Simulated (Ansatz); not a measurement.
A single point on B₂F₄H₂S₂ (`F[B-]1(F)[SH+][B-](F)(F)[SH+]1`).

```yaml
crystal:
  periodic: [false, false, false]
  atoms:
    - {symbol: F, position_ang: [1.057015, -1.132638, 1.765712]}
    - {symbol: B, position_ang: [0.468051, -1.140884, 0.557798]}
    - {symbol: F, position_ang: [0.353480, -2.320191, -0.076320]}
    - {symbol: S, position_ang: [-1.336315, -0.229250, 0.653173]}
    - {symbol: B, position_ang: [-0.452006, 1.130385, -0.557307]}
    - {symbol: F, position_ang: [-0.337806, 2.310588, 0.075222]}
    - {symbol: F, position_ang: [-1.040283, 1.120463, -1.765545]}
    - {symbol: S, position_ang: [1.352782, 0.219673, -0.651181]}
    - {symbol: H, position_ang: [-1.073217, 0.435850, 1.790779]}
    - {symbol: H, position_ang: [1.091200, -0.445094, -1.789332]}
basis:
  gaussian: {orbitals: def2-TZVPP}
correlation: {method: mp2}
```

```sh
$ ansatz run in.yaml --threads 4 --pin off --events-out ev --progress --plain --max-ram 11315MiB
```

It prints (some lines left out):

```
Functional definition: HF
1880 factors; integrals over basis functions are off by at most 1.0e-3 eV
mean field evaluation 1: about -33841.7617 eV, gradient 5.0e1 eV
mean field evaluation 2: about -33842.0853 eV, gradient 5.1e1 eV
mean field evaluation 4: about -33846.9159 eV, gradient 3.9e0 eV
mean field evaluation 8: about -33847.0031 eV, gradient 3.5e-1 eV
mean field evaluation 16: about -33847.0039 eV, gradient 1.9e-6 eV
mean field -33847.00388060 eV, -1243.8544502889 hartree, gradient 1.9e-6 eV, S^2 0.000000; 0 other end points of the search recorded, 0 dependent functions left out
16 core orbitals not correlated: weight in the atoms' cores, before any rotation towards them, 1.000 or more for the frozen orbitals, at most 0.000 for the correlated occupied ones
reference -33847.00388060 eV, -1243.8544502889 hartree; 24, 24 occupied and 258, 258 virtual orbitals, 1880 factors
second order -42.51778599 eV of doubles, -0.00000000 eV of singles
Total energy: -33889.52166659 eV, -1245.4169501044 hartree
```

Run time 6 s (4 threads of an Arm Neoverse V2 on a shared host); peak host memory 0.96 GiB.
